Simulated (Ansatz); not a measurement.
Isolated molecules relaxed with PBE0-D4/def2-TZVP in Ansatz; ΔE leaves out vibrations. CCSD(T)/CBS adds triple-zeta CCSD(T) − MP2 to the extrapolated MP2 energy (def2 sets, frozen cores). This one scheme is used for every species. Each species was taken in one conformer, which may not be the lowest.

`OB(F)C1=CO1` + CH₄ → `CC1=CO1` + `OBF`  (formal exchange of groups at a C–B bond)

| level | ΔE (kJ/mol) |
| --- | --- |
| MP2/def2-TZVPP | 78.7 |
| HF/def2-QZVPP | 46.2 |

Question: What does CCSD(T)/CBS give? (Estimate.)

Answer: The calculation gave: +65.8 kJ/mol. The listed levels differ from it by 12.9, -19.6 kJ/mol.

Largest T1 diagnostic among the species: 0.029, so the coupled-cluster value is less sure than usual.

From BLYP to BHLYP (50 % exact exchange), in def2-TZVPP and without D4, ΔE moves by −5.7 kJ/mol. In def2-TZVPP, CCSD(T) changes the Hartree–Fock value by +18.3 kJ/mol (the triples alone add +1.1 kJ/mol) and MP2 by +32.2 kJ/mol. Leaving LDA and LC-ωPBE aside and taking each functional with its dispersion term where it has one, the values, not all of them listed here, spread over 8.7 kJ/mol, from ωB97X-V to B97M-V.
